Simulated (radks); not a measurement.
Polarisability of the barium ion Ba3+, [Kr] 4d10 5s2 5p5, at imaginary frequency. Calculated with a radial shooting solver on a logarithmic mesh with Libxc functionals: non-relativistic Kohn-Sham, LDA (Slater exchange, Perdew-Wang correlation), spin-polarised, spherical densities, point nucleus; open shells are filled with parallel spins first (spin-orbit coupling, left out, can overturn this in heavy ions); relativity is left out, which matters for an element this heavy. Response by self-consistent Sternheimer equations with the Hartree and adiabatic LDA kernel.

w (hartree)  alpha1(iw) (bohr^3)
0.00266                    8.607
0.0143                     8.605
0.0360                     8.593
0.0697                     8.555
0.118                      8.458
0.186                      8.249
0.280                      7.840
0.413                      7.116
0.605                      5.988
0.892                      4.511
1.35                       2.972
2.12                       1.711
3.59                      0.8531
6.94                      0.3287
17.5                     0.07469

Static values: alpha1 = 8.607 bohr^3 (1.275 angstrom^3; uncoupled 14.95). C6 = 54.27, triple-dipole C9 = 335.4 atomic units. One-pole (London) frequency 4 C6 / (3 alpha1^2) = 0.977 hartree, against 1.533 for minus the highest occupied eigenvalue. The dipole shielding factor is 0.947, as the force sum rule N/Z = 0.946 demands.
